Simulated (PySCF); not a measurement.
GeHO, SMILES [OH+]=[Ge] (connectivity only; charge and spin as stated), charge +1, multiplicity 1. Atoms are numbered in the order given.

```xyz
3

O      0.0000     0.0000     1.2756
Ge     0.0000     0.0000    -0.3889
H      0.0000     0.0000     2.2400
```
Charge +1, spin multiplicity 1.

Geometry optimised at ωB97X-D3(BJ)/def2-TZVP. The isomer is the one that the SMILES or the coordinates give; other isomers of the formula were not compared.

These are CAM-B3LYP/def2-TZVPD (PySCF) values and carry that method's errors.

Mulliken values depend strongly on the basis, most of all with diffuse functions as here. ESP charges are fitted to the potential on shells at 1.4 to 2.0 van der Waals radii. Atomic charges (e):

```tsv
atom	Mulliken	ESP fit
O1	-0.32	[?]
Ge2	0.92	[?]
H3	0.39	[?]
```

Problem. Some entries are withheld; supply them. (Estimate from the structure and the level; the computed values follow.)

Solution. 
- O1, ESP fit: -0.55
- Ge2, ESP fit: 1.05
- H3, ESP fit: 0.50
